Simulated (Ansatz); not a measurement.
SiCl3I, SMILES Cl[Si](Cl)(Cl)I.

Geometry: PBE0-D3(BJ)/def2-SVP. The def2 effective core potentials stand for the cores of I; spin–orbit coupling is left out.

Two levels are set side by side: PBE/def2-SVPD (Ansatz, a program for electronic structure) and PBE0/def2-SVPD (Ansatz). Energy differences of separate SCF runs at the same geometry; the states with an electron removed or added have multiplicity 2 and 2. Differences are taken from unrounded values.

```csv
quantity,PBE0
vertical ionisation energy (eV),10.39
vertical singlet–triplet gap (eV),4.91
```

Task: What does PBE give, and how far is it from PBE0? (An estimate is asked for; the answer gives what the named calculation found.)

Result: 
```csv
quantity,PBE,PBE minus PBE0
vertical ionisation energy (eV),10.02,-0.36
vertical singlet–triplet gap (eV),4.65,-0.25
```
